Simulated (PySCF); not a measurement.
## Static response to an electric field

C5H4OSSi.
Numbering: `[CH:1]#[C:2][C:3](=[C:4]=[S:5])[SiH2:6][CH:7]=[O:8]` (hydrogens: H9 on C1; H10, H11 on Si6; H12 on C7)

Structure used (GFN2-xTB), in Å, numbered top down from 1:
```xyz
12
C5H4OSSi angstrom
C      2.2587    0.5756   -1.1039
C      1.2336    0.7807   -0.5117
C      0.0306    0.9947    0.1842
C     -0.4405    2.1591    0.5284
S     -1.1599    3.4525    1.0059
Si    -0.9690   -0.5227    0.7645
C     -0.4703   -1.9300   -0.4513
O     -1.0413   -2.9887   -0.4619
H      3.1560    0.4151   -1.6219
H     -2.4035   -0.2651    0.6739
H     -0.5674   -0.9167    2.1175
H      0.3743   -1.7551   -1.1499
```

Level: CAM-B3LYP/def2-SVPD (PySCF), static field, nuclei fixed, core orbitals frozen in the response. The polarisability tensor in these axes (au):

```
x   110.86 -19.95 -24.93
y   -19.95 147.91  21.88
z   -24.93  21.88  88.04
```

Problem. Diagonalise the tensor; give its mean and Δα, where Δα² is half the sum of the squared differences of the eigenvalues.

Solution. Principal values 71.10, 107.43 and 168.28 au; mean 115.60 au = 17.13 Å³ = 19.06 × 10⁻⁴⁰ C²·m²/J; Δα = 85.05 au (74 % of the mean).

Problem. What is the dipole moment, and where does it point?

Solution. (0.85, 1.67, 0.29) D, 1.89 D in size, pointing from the negative to the positive side. Measured along this direction, the outermost atoms are O8 at the negative end and S5 at the positive end.

Problem. In a dilute gas of rigid molecules at 273 K, how does the orientational term μ²/3kT compare with the electronic polarisability?

Solution. In Gaussian units μ²/3kT = 31.74 Å³ against 17.13 Å³, a ratio of 1.85; the Debye molar polarisation (4π/3)N_A(α + μ²/3kT) is 123.3 cm³/mol, leaving out the vibrational part.

Problem. Find the Langevin capture rate constant for O2+ (31.990 u) meeting this molecule (139.975 u), k = 2.342 × 10⁻⁹ cm³/s × √(α in Å³ / reduced mass in u).

Solution. The reduced mass is 26.04 u, so k = 1.90 × 10⁻⁹ cm³/s. The formula leaves out the permanent dipole, which adds to the capture rate.

Problem. What are the principal values of the traceless quadrupole moment, Θ = ½Σq(3rr − r²1), about the centre of nuclear charge?

Solution. -16.62, 2.19, 14.43 D·Å. The values depend on the origin, since the dipole doesn't vanish. The electronic extent ⟨r²⟩ about the same centre is 1751 bohr², a root-mean-square distance of 2.61 Å for the 72 electrons.

Problem. Along which axes do the principal values lie, and how far do the nuclei extend along each?

Solution. Largest value along (-0.44, 0.82, 0.36), where the nuclei span 5.87 Å; middle along (0.76, 0.56, -0.34), 5.47 Å; least along (0.48, -0.12, 0.87), 2.28 Å. The response follows the extents in order.

Isolated species at its GFN2-xTB geometry (one conformer only).

The run behind these numbers computed excited states as well. On one thread of an Arm Neoverse N1, no GPU, on a shared host, this took 91 s wall (grids of density and orbitals included) and 0.94 GiB of memory at its peak.
